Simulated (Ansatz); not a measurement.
Input for Ansatz (development build ahead of 0.2.0):

```yaml
crystal:
  periodic: [false, false, false]
  atoms:
    - { symbol: "N", position_ang: [0.0, 0.0, 0.0] }
    - { symbol: Be, position_ang: [3.0319, 0.0, 1.1035] }
    - { symbol: Be, position_ang: [-1.5159, 2.6257, 1.1035] }
    - { symbol: Be, position_ang: [-1.5159, -2.6257, 1.1035] }
basis:
  gaussian: { orbitals: pcseg-2 }
magnetization:
  spin_polarized: true
  initial_magnetization: 3
hamiltonian:
  xc: { name: wB97X }
```

The input is written out in the form of the current development build from the run's settings.

Output:

```yaml
Converged: yes
Total_energy: -98.57873 hartree
Spin_squared_of_the_determinant: 3.802
Stability_test: minimum
```

Caution: charge can spread falsely over distant fragments; other spin multiplicities may lie lower.
